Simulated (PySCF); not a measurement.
C₃H₉FOSi, SMILES C([Si@H](C)OC)F. Geometry: r2SCAN-D4/def2-SVP. The structure was generated by enumeration; whether it is a known compound was not checked. The values are those of a single conformer.

Computed equilibrium geometry at r2SCAN-D4/def2-SVP (PySCF confirms it by a frequency run) as a Z-matrix (one conformer of several):
```
Si
O 1 1.6707
C 2 1.4074 1 125.21
H 3 1.1012 2 108.65 1 178.89
H 3 1.1065 4 107.87 2 121.76
H 3 1.1072 4 107.72 5 116.26
H 1 1.4877 2 105.63 3 -168.79
C 1 1.8685 7 111.61 2 -123.45
H 8 1.1014 1 112.29 7 55.29
H 8 1.1022 9 108.28 1 120.19
H 8 1.1025 9 108.21 10 116.00
C 1 1.9012 7 108.60 2 118.39
F 12 1.4008 1 106.72 7 67.00
H 12 1.1053 13 108.70 1 122.13
H 12 1.1068 14 107.17 13 -116.93
```
